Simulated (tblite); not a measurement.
A geometry optimisation, step by step.

C₇H₁₁ClGe.
Numbering: `[CH:1]#[C:2][Ge@@H:3]1[CH2:4][CH2:5][CH2:6][CH2:7][C@@H:8]1[Cl:9]` (hydrogens: H10 on C1; H11 on Ge3; H12, H13 on C4; H14, H15 on C5; H16, H17 on C6; H18, H19 on C7; H20 on C8)

Computed with GFN2-xTB (tblite), gas phase: L-BFGS steps from a force-field or distance-geometry start until the largest atomic force falls under 0.01 eV/Å. 8 of its 77 geometries are shown.

Step 0: E = -734.0827 eV, largest atomic force 2.153 eV/Å
```
atom  x, y, z in Å  |  force x, y, z in eV/Å
C1      3.562   -1.755    0.934   -0.863   0.539  -0.434
C2      2.644   -1.132    0.442    1.345  -0.843   0.539
Ge3     1.208   -0.185   -0.296    0.577   0.637  -0.442
C4      0.459    1.156    0.923   -0.525  -0.969   0.602
C5     -0.792    1.654    0.234    1.042   1.457  -1.195
C6     -1.811    0.590   -0.022   -1.541   0.581   0.556
C7     -1.427   -0.407   -1.087   -0.253  -0.946   0.148
C8     -0.322   -1.348   -0.643    0.070   0.455   0.130
Cl9    -0.799   -2.036    0.930    0.248  -0.599  -0.215
H10     4.343   -2.308    1.368    0.063  -0.022   0.034
H11     1.598    0.485   -1.655    0.021  -0.298   0.442
H12     0.101    0.588    1.815    0.720   0.680  -0.162
H13     1.179    1.940    1.147   -0.269   0.001   0.320
H14    -1.222    2.525    0.754    0.037  -0.338  -0.017
H15    -0.435    2.021   -0.773   -0.517   0.078   0.608
H16    -2.107    0.124    0.951    0.267   0.053  -0.799
H17    -2.725    1.107   -0.396    0.329  -0.271   0.214
H18    -1.056    0.121   -1.974   -0.427  -0.145  -0.054
H19    -2.322   -1.019   -1.269    0.138   0.246  -0.513
H20    -0.080   -2.109   -1.384   -0.465  -0.298   0.237
```

Step 11: E = -734.4597 eV, largest atomic force 0.131 eV/Å
```
atom  x, y, z in Å  |  force x, y, z in eV/Å
C1      3.598   -1.784    0.951    0.061  -0.038   0.016
C2      2.722   -1.153    0.423   -0.056  -0.002   0.003
Ge3     1.255   -0.176   -0.292    0.095   0.025   0.019
C4      0.448    1.154    0.922    0.001  -0.058  -0.041
C5     -0.783    1.695    0.194    0.021   0.041  -0.006
C6     -1.857    0.632   -0.043    0.008   0.023   0.018
C7     -1.469   -0.421   -1.084   -0.006  -0.035   0.072
C8     -0.334   -1.325   -0.630    0.088   0.025  -0.054
Cl9    -0.717   -2.157    0.906   -0.014   0.046  -0.064
H10     4.379   -2.336    1.393   -0.003   0.005  -0.009
H11     1.660    0.454   -1.619    0.058  -0.069   0.092
H12     0.157    0.649    1.846   -0.023   0.065  -0.036
H13     1.128    1.962    1.196   -0.047  -0.006  -0.075
H14    -1.211    2.517    0.771   -0.078   0.000   0.058
H15    -0.476    2.109   -0.773   -0.010   0.017   0.009
H16    -2.083    0.135    0.903   -0.014   0.000  -0.044
H17    -2.770    1.127   -0.386    0.028  -0.002   0.014
H18    -1.137    0.086   -2.001   -0.053  -0.091   0.078
H19    -2.343   -1.030   -1.333   -0.040   0.042   0.029
H20    -0.171   -2.126   -1.349   -0.018   0.011  -0.077
```

Step 22: E = -734.4844 eV, largest atomic force 0.081 eV/Å
```
atom  x, y, z in Å  |  force x, y, z in eV/Å
C1      3.621   -1.807    0.961   -0.018  -0.009   0.024
C2      2.710   -1.190    0.474   -0.028   0.015   0.011
Ge3     1.274   -0.188   -0.276   -0.024  -0.053   0.057
C4      0.442    1.165    0.898    0.017   0.042  -0.003
C5     -0.799    1.708    0.193   -0.017   0.013   0.008
C6     -1.863    0.640   -0.042   -0.015  -0.030  -0.016
C7     -1.483   -0.423   -1.073    0.008  -0.055   0.006
C8     -0.324   -1.315   -0.661    0.015  -0.002   0.003
Cl9    -0.694   -2.178    0.862    0.010   0.009  -0.053
H10     4.414   -2.353    1.390   -0.029   0.016  -0.027
H11     1.778    0.409   -1.575    0.018   0.011  -0.009
H12     0.153    0.702    1.844    0.035  -0.015  -0.046
H13     1.125    1.979    1.135    0.039   0.050   0.003
H14    -1.242    2.497    0.808    0.014   0.046   0.016
H15    -0.519    2.160   -0.764    0.018  -0.036   0.020
H16    -2.090    0.147    0.905   -0.008   0.003  -0.020
H17    -2.775    1.129   -0.394   -0.004   0.001   0.038
H18    -1.194    0.062   -2.014   -0.049  -0.010   0.035
H19    -2.366   -1.040   -1.265    0.006  -0.014  -0.053
H20    -0.173   -2.094   -1.409    0.012   0.018   0.008
```

Step 33: E = -734.4900 eV, largest atomic force 0.061 eV/Å
```
atom  x, y, z in Å  |  force x, y, z in eV/Å
C1      3.601   -1.814    0.976   -0.012   0.002  -0.005
C2      2.683   -1.194    0.508    0.029  -0.019   0.001
Ge3     1.274   -0.185   -0.269   -0.027   0.016  -0.028
C4      0.453    1.182    0.890   -0.033   0.051   0.002
C5     -0.802    1.707    0.195   -0.033  -0.005   0.009
C6     -1.866    0.631   -0.032    0.012   0.003  -0.012
C7     -1.494   -0.428   -1.072    0.010   0.006   0.012
C8     -0.320   -1.307   -0.676   -0.004  -0.017   0.013
Cl9    -0.683   -2.201    0.831    0.011   0.006  -0.031
H10     4.404   -2.360    1.381    0.008  -0.027   0.034
H11     1.821    0.394   -1.560   -0.004   0.008  -0.009
H12     0.188    0.722    1.843   -0.015   0.009   0.006
H13     1.129    2.009    1.109    0.033  -0.004  -0.010
H14    -1.243    2.501    0.805    0.009  -0.008   0.004
H15    -0.528    2.154   -0.767   -0.003  -0.036   0.002
H16    -2.091    0.137    0.915    0.041   0.001  -0.013
H17    -2.780    1.125   -0.371   -0.015  -0.015   0.003
H18    -1.224    0.063   -2.014   -0.008   0.013   0.019
H19    -2.370   -1.054   -1.262    0.007   0.008   0.005
H20    -0.155   -2.072   -1.435   -0.004   0.007  -0.002
```

Step 43: E = -734.4959 eV, largest atomic force 0.097 eV/Å
```
atom  x, y, z in Å  |  force x, y, z in eV/Å
C1      3.565   -1.837    1.007   -0.010  -0.007   0.013
C2      2.670   -1.197    0.522    0.001  -0.005   0.003
Ge3     1.280   -0.173   -0.267   -0.048   0.053  -0.065
C4      0.462    1.216    0.879   -0.023   0.013  -0.010
C5     -0.812    1.706    0.190   -0.005  -0.022  -0.006
C6     -1.861    0.609    0.002    0.028   0.008  -0.026
C7     -1.498   -0.423   -1.067    0.002  -0.002   0.015
C8     -0.308   -1.294   -0.706   -0.019  -0.026   0.006
Cl9    -0.654   -2.248    0.768    0.006   0.009  -0.009
H10     4.344   -2.402    1.432    0.026  -0.027   0.025
H11     1.845    0.399   -1.558   -0.016   0.005   0.037
H12     0.221    0.792    1.855    0.001  -0.018  -0.017
H13     1.142    2.052    1.049   -0.011  -0.006  -0.008
H14    -1.254    2.516    0.781    0.036  -0.030  -0.020
H15    -0.551    2.116   -0.792   -0.037   0.035   0.025
H16    -2.031    0.093    0.951    0.019   0.041  -0.040
H17    -2.802    1.077   -0.299    0.013  -0.003   0.049
H18    -1.254    0.093   -2.004   -0.003  -0.010   0.035
H19    -2.371   -1.055   -1.254    0.024  -0.007   0.001
H20    -0.136   -2.029   -1.493    0.015  -0.001  -0.008
```

Step 54: E = -734.4996 eV, largest atomic force 0.045 eV/Å
```
atom  x, y, z in Å  |  force x, y, z in eV/Å
C1      3.527   -1.858    1.039    0.007  -0.007   0.008
C2      2.656   -1.200    0.533   -0.015   0.017  -0.015
Ge3     1.283   -0.164   -0.278   -0.003   0.041   0.018
C4      0.468    1.237    0.854    0.009  -0.009   0.013
C5     -0.819    1.711    0.181    0.019   0.004   0.001
C6     -1.851    0.595    0.023    0.001   0.004  -0.001
C7     -1.499   -0.424   -1.062   -0.004  -0.002   0.005
C8     -0.297   -1.290   -0.727   -0.005   0.007  -0.021
Cl9    -0.627   -2.282    0.722    0.006  -0.002   0.020
H10     4.291   -2.435    1.477   -0.014  -0.001   0.009
H11     1.861    0.419   -1.554    0.013  -0.010  -0.023
H12     0.239    0.825    1.838    0.013  -0.002  -0.009
H13     1.145    2.079    1.004    0.001  -0.009   0.003
H14    -1.257    2.516    0.778   -0.004  -0.003   0.000
H15    -0.585    2.124   -0.806   -0.009   0.010   0.010
H16    -1.968    0.076    0.977   -0.012  -0.003  -0.024
H17    -2.813    1.045   -0.233    0.007  -0.020   0.001
H18    -1.272    0.104   -1.995   -0.008  -0.011   0.013
H19    -2.367   -1.065   -1.243    0.004   0.009   0.005
H20    -0.118   -2.002   -1.533   -0.004  -0.015  -0.012
```

Step 65: E = -734.5017 eV, largest atomic force 0.041 eV/Å
```
atom  x, y, z in Å  |  force x, y, z in eV/Å
C1      3.486   -1.861    1.060   -0.005   0.003   0.000
C2      2.644   -1.185    0.530    0.012  -0.015   0.001
Ge3     1.288   -0.147   -0.305    0.018  -0.001   0.037
C4      0.478    1.248    0.838   -0.007   0.004   0.003
C5     -0.822    1.715    0.186    0.002  -0.009   0.001
C6     -1.842    0.586    0.033    0.005   0.003   0.002
C7     -1.498   -0.427   -1.059   -0.001   0.008   0.000
C8     -0.286   -1.286   -0.745    0.001   0.011   0.004
Cl9    -0.590   -2.284    0.708    0.005   0.001   0.007
H10     4.227   -2.453    1.519   -0.009   0.007   0.005
H11     1.882    0.417   -1.581    0.001   0.012  -0.027
H12     0.267    0.827    1.822    0.000  -0.013  -0.004
H13     1.152    2.093    0.990   -0.003  -0.003  -0.026
H14    -1.265    2.509    0.796    0.009  -0.019   0.005
H15    -0.608    2.144   -0.798   -0.005  -0.011   0.001
H16    -1.939    0.058    0.984   -0.020   0.012  -0.001
H17    -2.814    1.024   -0.207    0.010  -0.004   0.006
H18    -1.288    0.102   -1.995   -0.012   0.006  -0.006
H19    -2.366   -1.072   -1.226    0.004  -0.002  -0.011
H20    -0.112   -1.996   -1.554   -0.004   0.010   0.003
```

Step 76: E = -734.5027 eV, largest atomic force 0.009 eV/Å
```
atom  x, y, z in Å  |  force x, y, z in eV/Å
C1      3.468   -1.865    1.075   -0.004   0.004  -0.002
C2      2.645   -1.184    0.523    0.007  -0.006   0.001
Ge3     1.298   -0.139   -0.320    0.002  -0.002  -0.007
C4      0.486    1.250    0.827   -0.005   0.003  -0.002
C5     -0.824    1.710    0.191   -0.008   0.000   0.003
C6     -1.843    0.581    0.039    0.002  -0.003  -0.001
C7     -1.499   -0.427   -1.058    0.001   0.000  -0.003
C8     -0.279   -1.277   -0.752    0.000  -0.005   0.001
Cl9    -0.567   -2.275    0.705    0.000  -0.002  -0.003
H10     4.194   -2.461    1.551   -0.002   0.004   0.002
H11     1.888    0.420   -1.602    0.000   0.002   0.007
H12     0.287    0.823    1.812    0.005  -0.001   0.004
H13     1.153    2.100    0.971    0.002  -0.002  -0.002
H14    -1.263    2.496    0.812    0.000   0.006   0.003
H15    -0.622    2.147   -0.792   -0.002  -0.003  -0.001
H16    -1.940    0.051    0.989   -0.002   0.002   0.001
H17    -2.816    1.018   -0.198    0.006   0.002   0.002
H18    -1.301    0.107   -1.993    0.004   0.003  -0.003
H19    -2.362   -1.079   -1.222   -0.004   0.000   0.001
H20    -0.108   -1.987   -1.562   -0.004  -0.004   0.000
```

**Question.** Summarise the path.

**Answer.** The energy falls by 9.68 kcal/mol from step 0 to step 76; nine tenths of that is first reached at step 12. It falls at every step. The largest force goes from 2.153 to 0.009 eV/Å. Among the bonds Ge3–H11 changes most, from 1.564 to 1.518 Å; the atoms move by 0.207 Å rms after alignment.

**Question.** Follow the three bonds and two angles with the largest change from start to end.

**Answer.** 
```json
{"step": "0", "E above end (kcal/mol)": "9.68", "largest force (eV/Å)": "2.153", "Ge3–H11 (Å)": "1.564", "Ge3–C8 (Å)": "1.953", "C5–H15 (Å)": "1.129", "Cl9–C8–H20 (°)": "113.0", "H12–C4–H13 (°)": "114.4"}
{"step": "3", "E above end (kcal/mol)": "4.26", "largest force (eV/Å)": "0.766", "Ge3–H11 (Å)": "1.522", "Ge3–C8 (Å)": "1.969", "C5–H15 (Å)": "1.087", "Cl9–C8–H20 (°)": "110.3", "H12–C4–H13 (°)": "112.1"}
{"step": "7", "E above end (kcal/mol)": "1.50", "largest force (eV/Å)": "0.196", "Ge3–H11 (Å)": "1.511", "Ge3–C8 (Å)": "1.983", "C5–H15 (Å)": "1.098", "Cl9–C8–H20 (°)": "104.5", "H12–C4–H13 (°)": "105.9"}
{"step": "10", "E above end (kcal/mol)": "1.07", "largest force (eV/Å)": "0.172", "Ge3–H11 (Å)": "1.527", "Ge3–C8 (Å)": "1.986", "C5–H15 (Å)": "1.096", "Cl9–C8–H20 (°)": "104.6", "H12–C4–H13 (°)": "106.7"}
{"step": "13", "E above end (kcal/mol)": "0.84", "largest force (eV/Å)": "0.129", "Ge3–H11 (Å)": "1.513", "Ge3–C8 (Å)": "1.996", "C5–H15 (Å)": "1.095", "Cl9–C8–H20 (°)": "105.2", "H12–C4–H13 (°)": "107.6"}
{"step": "17", "E above end (kcal/mol)": "0.63", "largest force (eV/Å)": "0.105", "Ge3–H11 (Å)": "1.520", "Ge3–C8 (Å)": "1.992", "C5–H15 (Å)": "1.095", "Cl9–C8–H20 (°)": "105.5", "H12–C4–H13 (°)": "107.6"}
{"step": "20", "E above end (kcal/mol)": "0.48", "largest force (eV/Å)": "0.098", "Ge3–H11 (Å)": "1.520", "Ge3–C8 (Å)": "1.991", "C5–H15 (Å)": "1.096", "Cl9–C8–H20 (°)": "105.7", "H12–C4–H13 (°)": "107.2"}
{"step": "23", "E above end (kcal/mol)": "0.40", "largest force (eV/Å)": "0.078", "Ge3–H11 (Å)": "1.516", "Ge3–C8 (Å)": "1.993", "C5–H15 (Å)": "1.095", "Cl9–C8–H20 (°)": "105.4", "H12–C4–H13 (°)": "107.2"}
{"step": "26", "E above end (kcal/mol)": "0.35", "largest force (eV/Å)": "0.061", "Ge3–H11 (Å)": "1.520", "Ge3–C8 (Å)": "1.989", "C5–H15 (Å)": "1.094", "Cl9–C8–H20 (°)": "105.4", "H12–C4–H13 (°)": "107.4"}
{"step": "30", "E above end (kcal/mol)": "0.32", "largest force (eV/Å)": "0.039", "Ge3–H11 (Å)": "1.516", "Ge3–C8 (Å)": "1.992", "C5–H15 (Å)": "1.095", "Cl9–C8–H20 (°)": "105.4", "H12–C4–H13 (°)": "107.3"}
{"step": "33", "E above end (kcal/mol)": "0.29", "largest force (eV/Å)": "0.061", "Ge3–H11 (Å)": "1.517", "Ge3–C8 (Å)": "1.991", "C5–H15 (Å)": "1.095", "Cl9–C8–H20 (°)": "105.5", "H12–C4–H13 (°)": "107.2"}
{"step": "36", "E above end (kcal/mol)": "0.26", "largest force (eV/Å)": "0.046", "Ge3–H11 (Å)": "1.519", "Ge3–C8 (Å)": "1.991", "C5–H15 (Å)": "1.094", "Cl9–C8–H20 (°)": "105.6", "H12–C4–H13 (°)": "107.3"}
{"step": "40", "E above end (kcal/mol)": "0.21", "largest force (eV/Å)": "0.076", "Ge3–H11 (Å)": "1.518", "Ge3–C8 (Å)": "1.995", "C5–H15 (Å)": "1.095", "Cl9–C8–H20 (°)": "105.4", "H12–C4–H13 (°)": "107.3"}
{"step": "43", "E above end (kcal/mol)": "0.15", "largest force (eV/Å)": "0.097", "Ge3–H11 (Å)": "1.521", "Ge3–C8 (Å)": "1.992", "C5–H15 (Å)": "1.095", "Cl9–C8–H20 (°)": "105.4", "H12–C4–H13 (°)": "107.2"}
{"step": "46", "E above end (kcal/mol)": "0.12", "largest force (eV/Å)": "0.041", "Ge3–H11 (Å)": "1.517", "Ge3–C8 (Å)": "1.992", "C5–H15 (Å)": "1.094", "Cl9–C8–H20 (°)": "105.6", "H12–C4–H13 (°)": "107.2"}
{"step": "50", "E above end (kcal/mol)": "0.09", "largest force (eV/Å)": "0.046", "Ge3–H11 (Å)": "1.518", "Ge3–C8 (Å)": "1.993", "C5–H15 (Å)": "1.095", "Cl9–C8–H20 (°)": "105.6", "H12–C4–H13 (°)": "107.3"}
{"step": "53", "E above end (kcal/mol)": "0.08", "largest force (eV/Å)": "0.047", "Ge3–H11 (Å)": "1.518", "Ge3–C8 (Å)": "1.991", "C5–H15 (Å)": "1.095", "Cl9–C8–H20 (°)": "105.6", "H12–C4–H13 (°)": "107.3"}
{"step": "56", "E above end (kcal/mol)": "0.06", "largest force (eV/Å)": "0.029", "Ge3–H11 (Å)": "1.516", "Ge3–C8 (Å)": "1.993", "C5–H15 (Å)": "1.094", "Cl9–C8–H20 (°)": "105.4", "H12–C4–H13 (°)": "107.3"}
{"step": "59", "E above end (kcal/mol)": "0.05", "largest force (eV/Å)": "0.058", "Ge3–H11 (Å)": "1.520", "Ge3–C8 (Å)": "1.995", "C5–H15 (Å)": "1.094", "Cl9–C8–H20 (°)": "105.4", "H12–C4–H13 (°)": "107.4"}
{"step": "63", "E above end (kcal/mol)": "0.03", "largest force (eV/Å)": "0.029", "Ge3–H11 (Å)": "1.517", "Ge3–C8 (Å)": "1.993", "C5–H15 (Å)": "1.095", "Cl9–C8–H20 (°)": "105.5", "H12–C4–H13 (°)": "107.3"}
{"step": "66", "E above end (kcal/mol)": "0.02", "largest force (eV/Å)": "0.029", "Ge3–H11 (Å)": "1.517", "Ge3–C8 (Å)": "1.992", "C5–H15 (Å)": "1.094", "Cl9–C8–H20 (°)": "105.4", "H12–C4–H13 (°)": "107.0"}
{"step": "69", "E above end (kcal/mol)": "0.01", "largest force (eV/Å)": "0.038", "Ge3–H11 (Å)": "1.519", "Ge3–C8 (Å)": "1.993", "C5–H15 (Å)": "1.094", "Cl9–C8–H20 (°)": "105.4", "H12–C4–H13 (°)": "107.2"}
{"step": "73", "E above end (kcal/mol)": "0.00", "largest force (eV/Å)": "0.020", "Ge3–H11 (Å)": "1.516", "Ge3–C8 (Å)": "1.992", "C5–H15 (Å)": "1.095", "Cl9–C8–H20 (°)": "105.5", "H12–C4–H13 (°)": "107.4"}
{"step": "76", "E above end (kcal/mol)": "0.00", "largest force (eV/Å)": "0.009", "Ge3–H11 (Å)": "1.518", "Ge3–C8 (Å)": "1.992", "C5–H15 (Å)": "1.095", "Cl9–C8–H20 (°)": "105.5", "H12–C4–H13 (°)": "107.3"}
```

What follows is the cost of the whole relaxation. Hardware: Arm Neoverse N1, one thread, no GPU, shared host. Cost: 1.3 s wall.
